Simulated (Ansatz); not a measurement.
Stepwise reaction of `Cl[SiH2][GeH2][Cl]` with ammonia, as a gas-phase model of exchange steps in deposition or etching. ΔE in kJ/mol.

Isolated molecules relaxed with PBE0-D4/def2-TZVP in Ansatz; ΔE leaves out vibrations. CCSD(T)/CBS is the MP2 limit (def2-TZVPP, def2-QZVPP) plus CCSD(T) − MP2 in def2-TZVPP, frozen cores. This one scheme is used for every species. DFT in def2-TZVPP. B3LYP here is the variant with VWN-RPA as its local correlation; programs differ in this. For Ge outer-core shells are correlated without core-valence functions, which leaves a few kJ/mol of doubt a bond. Scalar relativity is left out up to krypton. Each species was taken in one conformer, which may not be the lowest.

```
step                                                  reaction  PBE-D4  B3LYP-D4  ωB97M-V  CCSD(T)/CBS
   2  `[NH2][GeH2][SiH2]Cl` + NH₃ → `N[SiH2][GeH2][NH2]` + HCl    53.2      51.6     52.4         52.6
```

Question: Give the row of step 1, `Cl[SiH2][GeH2][Cl]` + NH₃ → `[NH2][GeH2][SiH2]Cl` + HCl. (An estimate is asked.)

Answer: The calculation gave: 
| step | reaction | PBE-D4 | B3LYP-D4 | ωB97M-V | CCSD(T)/CBS |
| --- | --- | --- | --- | --- | --- |
| 1 | `Cl[SiH2][GeH2][Cl]` + NH₃ → `[NH2][GeH2][SiH2]Cl` + HCl | 79.1 | 80.3 | 79.2 | 76.0 |

Question: By hand: ΔE of the 2 steps together at CCSD(T)/CBS.

Answer: (76.0) + (52.6) = 128.6 kJ/mol, or 64.3 kJ/mol a step.

In ΔE each step is lower than the one before. All are uphill at CCSD(T)/CBS. PBE-D4 differs from CCSD(T)/CBS by 0.6 to 3.1 kJ/mol a step. Isolated molecules leave out the surface, adducts and barriers. Largest T1 diagnostic: 0.011.
